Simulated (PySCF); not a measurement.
Vertical excitations of a molecule C3H5ClOSi from TDA-PBE/def2-SVPD in PySCF, as energy in eV (oscillator strength): 5.67 (0.013), 5.92 (0.000), 6.14 (0.002), 6.31 (0.004), 6.41 (0.001), 6.43 (0.020), 6.58 (0.000), 6.73 (0.005), 6.95 (0.006), 7.01 (0.002). Lowest triplet (TDA): 5.20 eV. Geometry optimised at B3LYP-D3(BJ)/def2-SVP. One conformer was computed; it need not be the lowest.

Which structure fits?
A. C=C1OC[Si@H]1Cl
B. Cl[Si@@H]1C=COC1
C. C#CC[Si@@H](O)Cl
D. CC1=C[Si@@H](Cl)O1

C, C#CC[Si@@H](O)Cl
